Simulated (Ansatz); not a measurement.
`F[SiH](F)O[SiH3]` and `F[SiH](F)[AlH2]` differ in one atom or group.

Ansatz, PBE0-D4/def2-TZVP geometries, multiplicity 1. Each molecule was computed in one conformer, which needn't be the lowest.

```
                                                                                  property  `F[SiH](F)O[SiH3]`
                                          size of the dipole moment (B3LYP/def2-TZVPP) / D                1.48
                                                         LUMO energy (PBE/def2-TZVPP) / eV               -0.95
                                                     HOMO–LUMO gap (B3LYP/def2-TZVPP) / eV                8.98
ideal-gas entropy at 298 K and 1 bar (rigid rotor, harmonic PBE0-D4/def2-TZVP) / J/(mol·K)                 376
                                        size of the dipole moment (ωB97M-V/def2-TZVPP) / D                1.45
                                                        LUMO energy (PBE0/def2-TZVPP) / eV               -0.07
```

Q: What does the change do to each property? (Best estimate.)

A: The calculation gave: 
| property | `F[SiH](F)[AlH2]` | shift |
| --- | --- | --- |
| size of the dipole moment (B3LYP/def2-TZVPP) / D | 1.84 | 0.36 |
| LUMO energy (PBE/def2-TZVPP) / eV | -3.29 | -2.34 |
| HOMO–LUMO gap (B3LYP/def2-TZVPP) / eV | 4.94 | -4.04 |
| ideal-gas entropy at 298 K and 1 bar (rigid rotor, harmonic PBE0-D4/def2-TZVP) / J/(mol·K) | 343 | -33 |
| size of the dipole moment (ωB97M-V/def2-TZVPP) / D | 1.85 | 0.40 |
| LUMO energy (PBE0/def2-TZVPP) / eV | -2.52 | -2.45 |

With PBE0 the HOMO rises by 1.64 eV and the LUMO falls by 2.45 eV, so the gap narrows by about 4.09 eV. PBE moves the HOMO by 1.38 eV and ωB97M-V by 1.93 eV. The zero-point energy changes by -45.8 kJ/mol with -6 modes. Dipoles are sizes alone; their direction can turn. Modes under 60 cm⁻¹, often nearly free rotors, make the harmonic entropy too high.

B3LYP here is the variant with VWN-RPA as its local correlation; programs differ in this.
